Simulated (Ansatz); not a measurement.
A nudged elastic band was laid between two geometries of AlH7O2SSi (12 atoms, charge 0, multiplicity 1).

Level of theory: RKS r2SCANh-D4/def2-SVP in Ansatz.

```
movable images  : 7
climbing image  : yes
spring          : 5.0 eV/Å²
optimiser       : quadratic models (default)
start path      : through a guess of the saddle point
force threshold : 0.05 eV/Å
iteration limit : 60
end points      : relaxed
```

Image 0:

```xyz
12
Properties=species:S:1:pos:R:3
Al 0.071 -0.089 0.499
O 0.203 -0.274 2.214
H 0.178 -1.110 2.681
H 1.383 0.053 -0.371
O -1.337 -0.691 -0.262
Si -2.759 -1.162 -0.914
H -3.236 -2.436 -0.296
H -3.814 -0.125 -0.698
H -2.630 -1.385 -2.385
S -0.489 2.381 0.938
H 0.799 2.784 0.899
H -0.391 1.964 2.223
```

Image 8:

```xyz
12
Properties=species:S:1:pos:R:3
Al -0.012 0.431 0.296
O 0.184 -0.170 2.183
H -0.547 -0.783 2.360
H 1.331 0.073 -0.450
O -1.427 -0.531 0.061
Si -2.682 -1.162 -0.790
H -3.140 -2.426 -0.140
H -3.837 -0.216 -0.825
H -2.290 -1.474 -2.196
S -0.440 2.566 0.790
H 0.817 2.978 0.523
H 0.022 0.626 2.718
```

Task: What changes between the two ends?

Result: Bonds broken: S10–H12. Bonds formed: O2–H12.

Task: What energy profile does the band end with?

Result: It converged. The highest image is number 3 of 0 to 8, 3.0 kcal/mol above the first end and 12.4 kcal/mol above the last; the last end lies 9.4 kcal/mol below the first. A vibrational analysis at the climbing image gives one clearly imaginary mode, 656i cm⁻¹: a first-order saddle point. The orbitals stay closed-shell, which can raise the energy where a bond breaks towards radicals; this wasn't checked here.

```json
{"image": "0", "path coordinate (Å)": "0.00", "energy (kcal/mol)": "0.0", "S10–H12 (Å)": "1.36", "O2–H12 (Å)": "2.32"}
{"image": "1", "path coordinate (Å)": "0.45", "energy (kcal/mol)": "0.1", "S10–H12 (Å)": "1.36", "O2–H12 (Å)": "2.25"}
{"image": "2", "path coordinate (Å)": "0.90", "energy (kcal/mol)": "0.9", "S10–H12 (Å)": "1.38", "O2–H12 (Å)": "1.88"}
{"image": "3", "path coordinate (Å)": "1.35", "energy (kcal/mol)": "3.0", "S10–H12 (Å)": "1.53", "O2–H12 (Å)": "1.40"}
{"image": "4", "path coordinate (Å)": "1.66", "energy (kcal/mol)": "-2.3", "S10–H12 (Å)": "1.84", "O2–H12 (Å)": "1.10"}
{"image": "5", "path coordinate (Å)": "1.98", "energy (kcal/mol)": "-7.3", "S10–H12 (Å)": "2.20", "O2–H12 (Å)": "1.00"}
{"image": "6", "path coordinate (Å)": "2.30", "energy (kcal/mol)": "-8.7", "S10–H12 (Å)": "2.44", "O2–H12 (Å)": "0.98"}
{"image": "7", "path coordinate (Å)": "2.61", "energy (kcal/mol)": "-9.3", "S10–H12 (Å)": "2.62", "O2–H12 (Å)": "0.98"}
{"image": "8", "path coordinate (Å)": "2.93", "energy (kcal/mol)": "-9.4", "S10–H12 (Å)": "2.77", "O2–H12 (Å)": "0.97"}
```

Task: What is the geometry of the highest image?

Result: 
```xyz
12
Properties=species:S:1:pos:R:3:forces:R:3
Al 0.039 0.128 0.337 0.00 0.01 0.00
O 0.241 -0.070 2.125 0.00 0.00 0.00
H -0.191 -0.726 2.682 0.00 0.00 0.00
H 1.361 0.088 -0.514 0.00 0.00 0.00
O -1.417 -0.557 -0.228 0.00 -0.02 0.01
Si -2.769 -1.197 -0.895 0.00 0.00 -0.01
H -3.194 -2.414 -0.141 0.00 0.00 0.00
H -3.892 -0.213 -0.858 0.00 0.00 0.00
H -2.535 -1.588 -2.316 0.00 0.00 0.00
S -0.408 2.410 1.124 0.00 0.00 0.00
H 0.891 2.779 1.099 0.00 0.00 0.00
H -0.147 1.273 2.115 0.00 0.00 0.00
```

Task: What are the harmonic wavenumbers there?

Result: 656i, 22, 41, 48, 142, 201, 279, 303, 400, 516, 521, 562, 618, 656, 732, 746, 747, 817, 963, 964, 1013, 1137, 1222, 1482, 1993, 2220, 2227, 2234, 2720, 3911 cm⁻¹.

The run took 10 min on 4 threads of Arm Neoverse V2, with other jobs on the host, peak memory 0.31 GiB.
